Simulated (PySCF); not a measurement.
Species: C₅HNO.
SMILES: `C(#C)C(=C=O)C#N`

Theory: MP2 and CCSD/aug-cc-pVDZ in PySCF, restricted Hartree–Fock reference, frozen core, non-relativistic, gas phase, PBE0-D3(BJ)/def2-SVP geometry.

E(HF) = -319.15726 Eh.

(1) How large is the problem?

(2) What are the MP2 and CCSD correlation energies?

(3) What is the T1 diagnostic?

(4) How does correlation change the dipole moment?

Answers

(1) 170 basis functions and 46 electrons; 7 orbitals frozen, which leaves o = 16 correlated occupied and v = 147 virtual orbitals. That is o·v = 2352 singles and o·v(o·v + 1)/2 = 2767128 distinct closed-shell doubles amplitudes before symmetry; the costliest CCSD step grows as o²v⁴ = 1.2 × 10^11.

(2) MP2 -0.9820 Eh and CCSD -0.9923 Eh, which gives totals of -320.13929 and -320.14960 Eh. That is 0.844 eV for each correlated electron at CCSD (2605 kJ/mol in all, 0.310 % of the total energy); MP2 gives 99.0 % of the CCSD value.

(3) 0.0164, below the customary warning level of 0.02. It is the norm of the spatial-orbital singles amplitudes over the root of the number of correlated electrons, so the norm is 0.093.

(4) HF gives 3.74 D and CCSD (unrelaxed density) 3.54 D, a change of -0.20 D; the two vectors are 5° apart.

No triples correction and no basis-set extrapolation were made.

The job also held the EOM ionisation roots. Time: 11 min. Hardware: Arm Neoverse V1, one thread, on a shared host.
